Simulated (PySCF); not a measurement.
SMILES I[Si](I)(F)C, PBE0/def2-SVP optimised geometry.

```
8

C     -1.06    -2.06     1.51
Si    -0.45    -1.16     0.00
F      1.17    -1.16     0.00
I     -1.17     1.16     0.00
I     -1.17    -2.29    -2.04
H     -0.68    -3.09     1.50
H     -2.16    -2.08     1.53
H     -0.70    -1.54     2.41
```

Density from PySCF with PBE0/def2-TZVP, def2 effective core potentials past Kr at that geometry. The core electrons that the potentials of I replace are not part of the density.

Minimum of the electron density along straight lines between bonded atoms, close to the bond critical point (lines longer than 1.1 times the sum of covalent radii, or with two minima, are not listed):

```csv
bond,length / Å,ρ at the minimum / e bohr⁻³,∇²ρ there / e bohr⁻⁵,position (fraction from the first atom)
C1–Si2,1.852,0.130,0.16,0.61
Si2–F3,1.620,0.133,0.89,0.42
Si2–I4,2.436,0.085,-0.06,0.35
Si2–I5,2.436,0.085,-0.06,0.35
C1–H6,1.101,0.267,-0.88,0.64
C1–H7,1.099,0.268,-0.89,0.64
C1–H8,1.101,0.267,-0.88,0.64
```
